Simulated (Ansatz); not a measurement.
The cluster BaSe2⁻, relaxed as a doublet with UKS PBE-D4/def2-TZVPD in Ansatz, starting from the GFN1-xTB geometry. Force threshold 0.02 eV/Å.

In the def2 sets Ba takes a core potential; there is no spin–orbit coupling. The relaxation made no stability test and no search for a lower SCF solution. The structure comes from a short search, and lower isomers may exist.

Start:

```xyz
3

Ba   -0.767   -0.027    1.258
Se   -0.509    1.353   -1.148
Se    1.277   -1.326   -0.110
```

```csv
step,energy (eV),largest force component (eV/Å),SCF passes
1,-131377.4563,0.607,18
2,-131377.4923,0.230,25
3,-131377.5295,0.124,29
4,-131377.5487,0.381,29
5,-131377.5794,0.495,32
6,-131377.6321,0.505,38
7,-131377.7166,0.505,36
8,-131377.8202,0.263,37
9,-131377.8880,0.177,33
10,-131377.9254,0.083,31
11,-131377.9401,0.021,30
12,-131377.9420,0.009,27
13,-131377.9425,0.003,26
```

Force components are those of the run's own axes.

End:

Cartesian coordinates in Å:
```
Ba -0.002 0.000 0.004
Se -1.505 2.259 -0.876
Se 1.508 -2.259 0.872
```

By distances, no bond broke or formed. The bond that changes most is Ba1–Se3, from 2.78 to 2.85 Å (atoms count from 1). The end is the same structure that another start reached, the lowest one found.

The force fell under the threshold at step 12, but the optimiser went on. No frequencies were taken in this run, so the end may be a saddle point.

Hardware: 4 threads of Arm Neoverse N1 on a shared host. Wall time 50 s.
